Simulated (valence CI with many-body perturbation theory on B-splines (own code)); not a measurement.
Results of a calculation; reference values are marked as such.
Level structure of P⁸⁺

Level of theory: valence CI with perturbative core correlation (CI+MBPT): five valence electrons over a frozen Dirac-Fock core [He], radial functions for each j: 11 s, 11 p, 10 d, 8 f, 5 g, 2 h, with the one-electron correlation potential Σ1, the two-electron term Σ2, the three-electron term Σ3, Breit, model QED; selected CI, second order for the rest, scaled by the run's own slope (own B-spline code, finite nucleus).

No measured spectrum was set against this ion. As an estimate, levels of excited configurations hold to 0.05 to 0.15 % of their energy, terms of the ground configuration to about 0.5 %. Among the levels kept, up to 6100 cm⁻¹ of a level comes from second order outside the variational space, and about a tenth of that is noise between levels of different J, which matters for small intervals.

Levels 181 to 194 of 194, with energies above the lowest level, 2s2 2p3 4S°_3/2. "Leading %" is the weight of the configuration and term that name the level; weights of strongly mixed levels are sums over their largest components and can fall short. In the jj column 3d3/2^4 stands for four electrons in 3d with j = 3/2.

| No. | Configuration | Term | J | E (cm⁻¹) | Leading % | Leading jj | Second component | g |
| --- | --- | --- | --- | --- | --- | --- | --- | --- |
| 181 | 2s 2p3 3d | 4D° | 5/2 | 2347400 | 93 | 2s 2p1/2 2p3/2^2 3d5/2 (29 %) |  | 1.368 |
| 182 | 2s 2p3 3d | 4D° | 7/2 | 2347500 | 94 | 2s 2p3/2^3 3d5/2 (36 %) |  | 1.426 |
| 183 | 2s2 2p2 4s | 2P | 1/2 | 2349800 | 41 | 2s^2 2p1/2 2p3/2 4s (79 %) | 40 % 2s2 2p2 4s 4P | 1.710 |
| 184 | 2s2 2p2 4s | 4P | 3/2 | 2350300 | 58 | 2s^2 2p1/2 2p3/2 4s (78 %) | 21 % 2s2 2p2 4s 2P | 1.631 |
| 185 | 2s2 2p2 4s | 2P | 3/2 | 2354300 | 63 | 2s^2 2p3/2^2 4s (50 %) | 20 % 2s2 2p2 4s 4P | 1.428 |
| 186 | 2s2 2p2 4s | 4P | 5/2 | 2355300 | 82 | 2s^2 2p3/2^2 4s (50 %) | 13 % 2s 2p3 3p 4P | 1.596 |
| 187 | 2s 2p3 3d | 2D° | 3/2 | 2358000 | 94 | 2s 2p1/2^2 2p3/2 3d5/2 (31 %) |  | 0.801 |
| 188 | 2s 2p3 3d | 2D° | 5/2 | 2361800 | 93 | 2s 2p1/2 2p3/2^2 3d3/2 (24 %) |  | 1.197 |
| 189 | 2s 2p3 3d | 2F° | 5/2 | 2364700 | 97 | 2s 2p1/2 2p3/2^2 3d5/2 (51 %) |  | 0.858 |
| 190 | 2s 2p3 3d | 2F° | 7/2 | 2365700 | 97 | 2s 2p3/2^3 3d3/2 (26 %) |  | 1.141 |
| 191 | 2s2 2p2 4p | 4D° | 1/2 | 2379800 | 66 | 2s^2 2p1/2^2 4p1/2 (61 %) | 15 % 2s2 2p2 4p 2S° | 0.537 |
| 192 | 2s2 2p2 4p | 4D° | 3/2 | 2381700 | 82 | 2s^2 2p1/2 2p3/2 4p1/2 (41 %) | 9 % 2s2 2p2 4p 4P° | 1.253 |
| 193 | 2s2 2p2 4p | 2S° | 1/2 | 2382300 | 63 | 2s^2 2p1/2 2p3/2 4p1/2 (68 %) | 23 % 2s2 2p2 4p 4D° | 1.549 |
| 194 | 2s2 2p2 4p | 4D° | 5/2 | 2384400 | 83 | 2s^2 2p1/2 2p3/2 4p3/2 (78 %) | 9 % 2s2 2p2 4p 4P° | 1.390 |

Names give the largest LS component (configuration and term), which can be under half, so a name can repeat, a term be missing and a line seem to break the LS rules; names also repeat where a configuration has a term twice.

Where two levels of one J and parity lie close, their mixing, g and order are uncertain.
